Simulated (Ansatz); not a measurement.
A structure relaxed at PBE0-D4/def2-TZVP, charge 0, multiplicity 1:

| atom | x (Å) | y (Å) | z (Å) |
| --- | --- | --- | --- |
| C1 | 0.858 | 1.360 | 2.670 |
| O2 | 0.402 | 0.077 | 2.312 |
| Si3 | -0.575 | -0.197 | 1.007 |
| N4 | -1.161 | -1.806 | 0.990 |
| Si5 | 0.575 | 0.197 | -1.007 |
| N6 | 1.161 | 1.806 | -0.990 |
| O7 | -0.402 | -0.077 | -2.312 |
| C8 | -0.858 | -1.360 | -2.670 |
| H9 | 1.437 | 1.274 | 3.592 |
| H10 | 1.498 | 1.792 | 1.892 |
| H11 | 0.021 | 2.046 | 2.852 |
| H12 | -1.769 | 0.696 | 1.141 |
| H13 | -1.845 | -2.095 | 1.673 |
| H14 | -0.529 | -2.563 | 0.784 |
| H15 | 1.769 | -0.696 | -1.141 |
| H16 | 1.845 | 2.095 | -1.673 |
| H17 | 0.529 | 2.563 | -0.784 |
| H18 | -0.021 | -2.046 | -2.852 |
| H19 | -1.498 | -1.792 | -1.892 |
| H20 | -1.436 | -1.274 | -3.592 |

Q: Give its formula and SMILES.

A: C2H12N2O2Si2, `CO[Si@@H](N)[Si@@H](N)OC`.

Q: Point group (tolerance 0.08 Å, 0.16 Å for H)?

A: Ci.

Q: Summarise the bond lengths by kind.

A: 2 × C–O 1.408 Å; 6 × C–H 1.092 to 1.098 Å; 2 × O–Si 1.654 Å; 2 × N–Si 1.713 Å; 1 × Si–Si 2.352 Å; 2 × H–Si 1.496 Å; 4 × H–N 1.008 Å.

Computed with Ansatz.
